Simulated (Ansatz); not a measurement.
`C=NB(F)Cl` + H₂ → `C=NBF` + HCl at 600 K and 1 bar (hydrogenolysis of a B–Cl bond).

Gas-phase electronic energies from Ansatz, PBE0-D4/def2-TZVP geometries. CCSD(T)/CBS is the MP2 limit (def2-TZVPP, def2-QZVPP) plus CCSD(T) − MP2 in def2-TZVPP, frozen cores. This one scheme is used for every species. One conformer a species, not always the lowest.

```json
{"species": "`C=NB(F)Cl`", "CCSD(T)/CBS energy (Eh)": "-678.42235", "H − E (kJ/mol)": "148.5", "S (J/(mol·K))": "383.6"}
{"species": "H₂", "CCSD(T)/CBS energy (Eh)": "-1.17544", "H − E (kJ/mol)": "43.9", "S (J/(mol·K))": "150.8"}
{"species": "`C=NBF`", "CCSD(T)/CBS energy (Eh)": "-219.19469", "H − E (kJ/mol)": "161.3", "S (J/(mol·K))": "349.4"}
{"species": "HCl", "CCSD(T)/CBS energy (Eh)": "-460.38127", "H − E (kJ/mol)": "35.4", "S (J/(mol·K))": "207.2"}
```

H − E and S are ideal-gas, rigid-rotor, harmonic terms from PBE0-D4/def2-TZVP, for one conformer and one mirror image of each species. The MP2-based limit puts H₂ 0.8 mEh under its directly extrapolated value; such offsets cancel only in part. 1 Eh = 2625.50 kJ/mol, R = 8.31446 J/(mol·K).

Q: By hand: ΔE, ΔH, ΔS and ΔG.

A: ΔE = (-219.19469) + (-460.38127) − (-678.42235) − (-1.17544) = 0.02183 Eh = 57.3 kJ/mol. Δ(H − E) = 161.3 + 35.4 − 148.5 − 43.9 = 4.3, so ΔH = 61.6 kJ/mol. ΔS = 349.4 + 207.2 − 383.6 − 150.8 = 22.2 J/(mol·K). ΔG = 61.6 − 600 × (22.2)/1000 = 48.3 kJ/mol.

Q: By hand: the equilibrium constant, and the temperature at which ΔG would vanish if ΔH and ΔS stayed fixed.

A: log₁₀ K = −ΔG/(RT ln 10) = -4.2. ΔG = 0 at ΔH/ΔS = 2775 K, far beyond where these terms or the molecules hold.

ΔH outweighs TΔS. A doubt of 5 kJ/mol in ΔE shifts log₁₀ K by 0.4 here. Other conformers and mirror images would add mixing entropy, several J/(mol·K) or more a flexible species. These are equilibria of isolated gas molecules and say nothing of rates. Largest T1 diagnostic: 0.014 (customary marks: 0.02 for closed shells, 0.045 for open ones).
